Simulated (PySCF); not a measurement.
**Two-photon absorption: `C(/N(C)C)=C\C=C\C#N`, C7H10N2**

Geometry:
```
atom   x (Å)   y (Å)   z (Å)
  C1  -1.948  -1.163   0.749
  N2  -1.637   0.091   0.110
  C3  -2.715   0.741  -0.587
  C4  -0.355   0.473  -0.081
  C5   0.762  -0.174   0.330
  C6   2.057   0.372   0.124
  C7   3.207  -0.227   0.506
  C8   4.459   0.351   0.286
  N9   5.492   0.826   0.108
 H10  -3.010  -1.188   0.986
 H11  -1.384  -1.255   1.677
 H12  -1.710  -2.018   0.107
 H13  -2.374   1.688  -1.001
 H14  -3.540   0.939   0.101
 H15  -3.092   0.119  -1.407
 H16  -0.244   1.418  -0.596
 H17   0.703  -1.131   0.827
 H18   2.114   1.333  -0.373
 H19   3.205  -1.185   1.010
```

Theory: PySCF 2.14.0, TDDFT PBE0/def2-SVPD excited states, vertical, gas phase. Geometry: GFN2-xTB.

States above about 5.8 eV lie in this functional's continuum (it starts at minus the energy of the highest occupied orbital, well below the true ionisation energy for most functionals) and depend on the basis.

Task: How strongly do the lowest singlets absorb one photon, and two photons of half the energy?

Result: δ for parallel linear polarisation; σ at the peak of a Lorentzian of half width 0.1 eV, single beam; Ω is circular over linear.
| state | E (eV) | f | photon λ (nm) | δ (au) | σ (GM) | Ω | main |
| --- | --- | --- | --- | --- | --- | --- | --- |
| S1 | 4.42 | 1.079 | 561 | 650 | 4.65 | 0.79 | HOMO→LUMO 0.97 |
| S2 | 5.06 | 0.025 | 490 | 401 | 3.76 | 1.01 | HOMO→LUMO+1 0.97 |
| S3 | 5.46 | 0.000 | 454 | 34.4 | 0.38 | 1.25 | HOMO→LUMO+2 0.93 |
| S4 | 5.86 | 0.002 | 423 | 145 | 1.83 | 0.67 | HOMO→LUMO+4 0.49, HOMO→LUMO+3 0.33 |
| S5 | 6.00 | 0.038 | 413 | 2880 | 37.92 | 0.64 | HOMO→LUMO+3 0.43, HOMO→LUMO+4 0.29 |

Among these, the strongest one-photon state is S1, the strongest two-photon state S5, with a dipole change of 2.1 D (relaxed, norm of the difference vector).
